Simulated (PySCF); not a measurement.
# Krypton: a sound run and one with changed settings

Sound run: Kr+ [Ar] 3d10 4s2 4p5, Kr(2+) [Ar] 3d10 4s2 4p4. All numbers are calculated (PySCF 2.14, the spin-free X2C one-electron Hamiltonian (Gaussian nucleus), in Sapporo-DKH3-DZP-2012 (6s5p3d1f, 43 functions)). In the sound run the correlated levels freeze [Ar] 3d10. The sound run starts from symmetry-adapted Hartree-Fock orbitals and uses a fine grid where one is needed.

Changed run: a valence shell is frozen. This setting is unsound on purpose.

```json
{"species": "Kr+", "method": "MP2", "sound run (hartree)": "-2787.72815", "changed run (hartree)": "-2787.69658", "converged": "yes"}
{"species": "Kr+", "method": "CCSD(T)", "sound run (hartree)": "-2787.74333", "changed run (hartree)": "-2787.70681", "converged": "yes"}
{"species": "Kr(2+)", "method": "MP2", "sound run (hartree)": "-2786.85048", "changed run (hartree)": "-2786.81125", "converged": "yes"}
{"species": "Kr(2+)", "method": "CCSD(T)", "sound run (hartree)": "-2786.86697", "changed run (hartree)": "-2786.81989", "converged": "yes"}
```

Ionisation energy of Kr+:

```json
{"method": "UHF", "sound run (eV)": "23.285", "changed run (eV)": "23.285"}
{"method": "MP2", "sound run (eV)": "23.883", "changed run (eV)": "24.091"}
{"method": "SCS-MP2", "sound run (eV)": "23.853", "changed run (eV)": "24.128"}
{"method": "CCSD", "sound run (eV)": "23.839", "changed run (eV)": "24.129"}
{"method": "CCSD(T)", "sound run (eV)": "23.847", "changed run (eV)": "24.134"}
```

Freezing a valence shell removes pair correlation that changes on ionisation.

For comparison, NIST gives 24.360 eV between the lowest levels.
